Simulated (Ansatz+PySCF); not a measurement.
Values are calculated unless marked as measured or tabulated.
Input for Ansatz (development build ahead of 0.2.0):

```yaml
crystal:
  periodic: [false, false, false]
  atoms:
    - { symbol: H, position_ang: [0.0, 0.0, 0.0] }
    - { symbol: H, position_ang: [0.0, 0.0, 0.93] }
    - { symbol: H, position_ang: [0.0, 0.0, 1.86] }
basis:
  gaussian: { orbitals: cc-pVDZ }
magnetization:
  spin_polarized: true
  initial_magnetization: 1
hamiltonian:
  xc: hf
correlation:
  method: mp2
  frozen_orbitals: { H: 0 }
output:
  forces: true
```

The input is written out in the form of the current development build from the run's settings.

The run gave:

```yaml
Converged: yes
Reference_energy: -1.60103 hartree
Correlation_energy: -0.03228 hartree
Total_energy: -1.63332 hartree
Spin_squared_of_the_determinant: 0.786
Stability_test: minimum
```

Forces (eV/Å):
```tsv
atom	Fx	Fy	Fz
H1	0.000	0.000	-0.041
H2	0.000	0.000	0.000
H3	0.000	0.000	0.041
```

Caution: bonds are stretched, where a single reference can fail.
